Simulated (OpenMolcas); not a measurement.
**Co: effect of the basis set**

| Property | Result |
| --- | --- |
| Program | OpenMolcas |
| Method | CASSCF |
| Active space | 7 electrons in 5 orbitals (3d) |
| State averaging | 2S+1 = 4 even, 10 roots; 2S+1 = 2 even, 40 roots (35 in the spin-orbit step) |
| Spin-orbit coupling | RASSI with atomic mean-field integrals over the reference wave functions, term energies averaged over their components |

A. ANO-RCC-VDZP [5s4p2d1f], DKH2, point nucleus; cost of the order of 9 core-seconds
B. ANO-RCC-VTZP [6s5p3d2f1g], DKH2, point nucleus; cost of the order of 7 core-seconds
C. ANO-L-VTZP [6s5p3d2f1g], non-relativistic, point nucleus; cost of the order of 11 core-seconds
D. ANO-R2 [7s5p4d2f1g], X2C, finite nucleus; cost of the order of 11 core-seconds
E. ANO-RCC-VQZP [7s6p4d3f2g1h], DKH2, point nucleus; cost about 11 core-seconds
F. ANO-R3 [8s5p5d3f2g1h], X2C, finite nucleus; cost about 9 core-seconds

Energies in cm-1 above 3d7 4s2 4F 9/2, the measured ground level; measured values from NIST Handbook of Basic Atomic Spectroscopic Data.

| Level | A | B | C | D | E | F | Measured |
| --- | --- | --- | --- | --- | --- | --- | --- |
| 3d7 4s2 4F 9/2 | 0.0 | 0.0 | 0.0 | 0.0 | 0.0 | 0.0 | 0.0 |
| 3d7 4s2 4F 7/2 | 829 | 827 | 828 | 813 | 809 | 813 | 816 |
| 3d7 4s2 4F 5/2 | 1441 | 1438 | 1441 | 1415 | 1408 | 1415 | 1407 |
| 3d7 4s2 4F 3/2 | 1863 | 1859 | 1863 | 1829 | 1821 | 1829 | 1809 |
| 3d7 4s2 2G 9/2 | 18594 | 18592 | 18928 | 18859 | 18860 | 18859 |  |
| 3d7 4s2 4P 5/2 | 18689 | 18688 | 18990 | 18916 | 18908 | 18916 | 13795 |
| 3d7 4s2 4P 3/2 | 18965 | 18964 | 19269 | 19192 | 19184 | 19192 | 14036 |
| 3d7 4s2 4P 1/2 | 19347 | 19345 | 19649 | 19564 | 19553 | 19564 | 14399 |
| 3d7 4s2 2G 7/2 | 19380 | 19377 | 19715 | 19632 | 19629 | 19632 |  |
| 3d7 4s2 2P 3/2 | 24600 | 24599 | 25030 | 24934 | 24932 | 24934 |  |
| 3d7 4s2 2H 11/2 | 24729 | 24728 | 25159 | 25060 | 25057 | 25060 |  |
| 3d7 4s2 2P 1/2 | 25421 | 25419 | 25851 | 25740 | 25733 | 25739 |  |
| 3d7 4s2 2H 9/2 | 25423 | 25420 | 25852 | 25741 | 25734 | 25741 |  |
| 3d7 4s2 2D 5/2 | 26771 | 26770 | 27243 | 27135 | 27134 | 27135 |  |
| 3d7 4s2 2D 3/2 | 27999 | 27995 | 28467 | 28335 | 28326 | 28335 |  |
| 3d7 4s2 2F 5/2 | 42852 | 42852 | 43570 | 43390 | 43378 | 43389 |  |
| 3d7 4s2 2F 7/2 | 43170 | 43170 | 43889 | 43703 | 43690 | 43702 |  |

Deviations, from unrounded energies. A percentage is the sum of absolute deviations over the sum of measured energies, with the sign that they share, or ± where signs differ.

| Against measurement | Levels | A | B | C | D | E | F |
| --- | --- | --- | --- | --- | --- | --- | --- |
| mean absolute deviation (cm-1) | 6 | 2500 | 2500 | 2600 | 2600 | 2600 | 2600 |
| fine structure of the ground term (%) | 3 | +2.5 | +2.3 | +2.5 | ±0.8 | ±0.5 | ±0.8 |
| other terms of the ground configuration (%) | 3 | +35.0 | +35.0 | +37.1 | +36.6 | +36.5 | +36.6 |

A, B, D, E, F lie about equally close to measurement and C furthest from it. The largest miss of B in the table is 3d7 4s2 4P 1/2, by +4900 cm-1. The ranking rests on the paired levels alone, and a cruder setting can come out closer through cancelling errors.

Among A to F the level of the table that moves most is 3d7 4s2 2F 7/2, by 720 cm-1 (lowest in B, highest in C).

Some high roots are left out of the spin-orbit mixing, which shifts the levels that they would mix with. Without dynamic correlation excited terms often stand tens of per cent too high (terms of higher spin than the ground term too low), and those without a measured partner can miss by more than the paired ones. With the s shell closed, the reference lacks s² → p², s² → d² and s → d mixing, so excited terms can stand far too high and out of order, with CASPT2 too. Computed and measured levels are paired by configuration, term and J; levels that our copy of the source lacks, or whose pairing is in doubt (as where it misses far off the trend of its configuration), stay unpaired and out of the deviations. Only configurations of the active space appear.
